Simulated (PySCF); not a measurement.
C2H7InO, SMILES C([O][InH2])C. Heavy atoms are numbered as in [InH2:1][O:4][CH2:5][CH3:6]. Hydrogens are named by the atom that carries them.

Coordinates come from a B3LYP-D3(BJ)/def2-SVP optimisation. The structure was generated by enumeration; whether it is a known compound was not checked. The def2 effective core potentials stand for the cores of In; spin–orbit coupling is left out. The values are those of a single conformer.

All values below come from ωB97X/def2-TZVP in PySCF.

ESP charges are fitted to the potential on shells at 1.4 to 2.0 van der Waals radii. Atomic charges (e), one atom of each kind:

```tsv
atom	Löwdin	ESP fit
In1 (InH2)	0.38	0.82
H on In1	-0.08	-0.23
O4	-0.09	-0.65
C5 (CH2)	-0.40	0.50
C6 (CH3)	-0.32	-0.35
H on C5	0.12	-0.06
H on C6	0.12	0.09
```
